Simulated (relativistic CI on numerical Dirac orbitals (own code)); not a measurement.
**Ce²⁺: 4s photoemission**

Computed with this model: Dirac-Coulomb-Breit CI, orbitals from a KLI potential per configuration, a model potential for QED, multiplet model of photoemission in the sudden approximation, unscaled Slater integrals; configurations [Xe] 4f2 → [Ar] 3d10 4s 4p6 4d10 4f2 5s2 5p6; 300 K; Lorentzian 3 eV and Gaussian 0.7 eV FWHM. Energies are those of the free ion, without screening or charge transfer. The energies are binding energies and can lie tens of eV above those of solids. Without intra-shell correlation the exchange splitting of an s hole comes out too large, often by half or more. S is read from ⟨S²⟩ = S(S + 1).

free ion: ground-state S = 0.99, centroid 314.43 eV. Peaks (eV, height): 313.0 (100), 317.0 (56).

Strongest unbroadened transitions for free ion:

```csv
Energy (eV),Relative strength
313.09,100.0
313.22,53.6
314.17,0.1
315.51,0.6
315.52,3.2
317.27,68.8
318.22,0.0
```
